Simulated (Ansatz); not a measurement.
Relaxation of BrCl$_{3}$H$_{3}$NZr (9 atoms, charge 0, multiplicity 1), to a largest force component of 0.03 eV/Å in at most 50 steps.

The calculation used Ansatz, RKS PBE/def2-SVP.

```xyz
9
Properties=species:S:1:pos:R:3:forces:R:3
Zr 0.367 -0.516 -0.470 0.38 -0.59 1.07
N 0.028 -0.096 2.880 0.30 -0.58 -0.29
H -0.880 -0.046 3.365 0.05 -0.03 -0.06
H 0.632 0.609 3.326 -0.03 -0.03 -0.05
Cl 2.064 0.161 -1.909 0.01 0.00 -0.01
Cl -0.778 1.497 -0.043 0.03 -0.03 -0.04
Cl -1.128 -1.730 -1.776 -0.01 -0.01 0.01
Br 1.577 -2.390 0.987 -0.44 0.70 -0.61
H 0.451 -1.027 3.098 -0.28 0.56 -0.03
```

Task: Where does it end, and by what steps?

Result: It converged. After 16 steps the energy has fallen by 0.981 eV; Cl7 moved furthest, 1.43 Å. Joined: Zr1–N2 (3.39 → 2.44 Å).

| step | energy less start (eV) | largest force component (eV/Å) | accepted |
| --- | --- | --- | --- |
| 0 | 0.0000 | 1.071 | yes |
| 1 | -0.2273 | 0.773 | yes |
| 2 | -0.4996 | 0.399 | yes |
| 3 | -0.6784 | 1.082 | yes |
| 4 | -0.7129 | 0.795 | yes |
| 5 | -0.7638 | 0.306 | yes |
| 6 | -0.7769 | 0.051 | yes |
| 7 | -0.7797 | 0.060 | yes |
| 8 | -0.7859 | 0.315 | yes |
| 9 | -0.7929 | 0.357 | yes |
| 10 | -0.8143 | 0.466 | yes |
| 11 | -0.8483 | 0.431 | yes |
| 12 | -0.8939 | 0.274 | yes |
| 13 | -0.9360 | 0.421 | yes |
| 14 | -0.9580 | 0.521 | yes |
| 15 | -0.9783 | 0.189 | yes |
| 16 | -0.9809 | 0.020 | yes |

```xyz
9
Properties=species:S:1:pos:R:3
Zr 0.627 -0.331 0.038
N -0.239 -0.456 2.320
H -1.186 -0.056 2.396
H 0.353 0.058 2.989
Cl 1.453 -0.197 -2.169
Cl 0.313 1.982 0.456
Cl -1.301 -1.650 -0.363
Br 2.610 -1.462 1.128
H -0.298 -1.425 2.664
```

Whether the end is a true minimum wasn't checked by a vibrational analysis.

Run time: 26 s on 4 threads of Intel(R) Xeon(R) 6975P-C (Granite Rapids), on a shared host, peak memory 0.27 GiB.
